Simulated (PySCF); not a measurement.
A calculated (TPSSh, PySCF 2.14, def2-QZVPPD, no relativity, point nucleus) atom or ion has these occupied shells.

```json
{"shell": "1s α", "electrons": "1", "orbital energy (eV)": "-6399.2", "rms radius, mean of both spins (bohr)": "0.0712"}
{"shell": "1s β", "electrons": "1", "orbital energy (eV)": "-6399.2", "rms radius, mean of both spins (bohr)": "0.0712"}
{"shell": "2s α", "electrons": "1", "orbital energy (eV)": "-736.72", "rms radius, mean of both spins (bohr)": "0.306"}
{"shell": "2s β", "electrons": "1", "orbital energy (eV)": "-735.16", "rms radius, mean of both spins (bohr)": "0.306"}
{"shell": "2p α", "electrons": "3", "orbital energy (eV)": "-629.26", "rms radius, mean of both spins (bohr)": "0.275"}
{"shell": "2p β", "electrons": "3", "orbital energy (eV)": "-627.96", "rms radius, mean of both spins (bohr)": "0.275"}
{"shell": "3s α", "electrons": "1", "orbital energy (eV)": "-84.044", "rms radius, mean of both spins (bohr)": "0.929"}
{"shell": "3s β", "electrons": "1", "orbital energy (eV)": "-79.624", "rms radius, mean of both spins (bohr)": "0.929"}
{"shell": "3p α", "electrons": "3", "orbital energy (eV)": "-53.243", "rms radius, mean of both spins (bohr)": "0.998"}
{"shell": "3p β", "electrons": "3", "orbital energy (eV)": "-48.639", "rms radius, mean of both spins (bohr)": "0.998"}
{"shell": "3d α", "electrons": "5", "orbital energy (eV)": "-5.101", "rms radius, mean of both spins (bohr)": "1.61"}
{"shell": "4s α", "electrons": "1", "orbital energy (eV)": "-4.676", "rms radius, mean of both spins (bohr)": "3.51"}
{"shell": "3d β", "electrons": "1", "orbital energy (eV)": "-2.139", "rms radius, mean of both spins (bohr)": "1.61"}
```

(1) Name the element and its charge.

Results:

(1) Mn (manganese, neutral), in [Ar] 3d6 4s1, high-spin 6D determinant (an excited configuration).
